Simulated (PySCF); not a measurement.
## A survey of ³³S NMR shifts

A single conformation, in vacuum, equivalent nuclei averaged, non-relativistic. Coordinates at the GFN2-xTB level; shieldings: GIAO PBE0/pcSseg-1; PySCF 2.14.

Shieldings were converted by a linear fit to measured shifts: ³³S: δ = 158.28 − 0.937σ (rms 33.3 ppm, 20 shifts vs sulfate, solution or neat liquid). A few per cent of atoms miss by over 2 rms, more outside the fitted compound classes.

(1) Give the ³³S shifts of `Cc1csc2c(F)csc12`, `Cc1cpc(Cl)s1`, `C=C[SiH2]SC`.

(2) Match the shifts 57, -335, -519 ppm to `CS[C@H]1C[SiH2]1`, `[SiH3]Cc1cnsc1`, `C=C[Si@@H]([SiH2][SiH3])[SiH2]SC`.

Results:

(1) 
```
                                                     compound               environment  δ (ppm)
[CH3:1][c:2]1[cH:3][s:4][c:5]2[c:6]([F:7])[cH:8][s:9][c:10]12  S4: aromatic ring sulfur     -154
[CH3:1][c:2]1[cH:3][s:4][c:5]2[c:6]([F:7])[cH:8][s:9][c:10]12  S9: aromatic ring sulfur     -197
                                                 Cc1cpc(Cl)s1      aromatic ring sulfur       22
                                                  C=C[SiH2]SC    sulfur bonded to C, Si     -502
```

(2) 57: [SiH3]Cc1cnsc1 (aromatic ring sulfur); -335: CS[C@H]1C[SiH2]1 (sulfide sulfur); -519: C=C[Si@@H]([SiH2][SiH3])[SiH2]SC (sulfur bonded to C, Si).
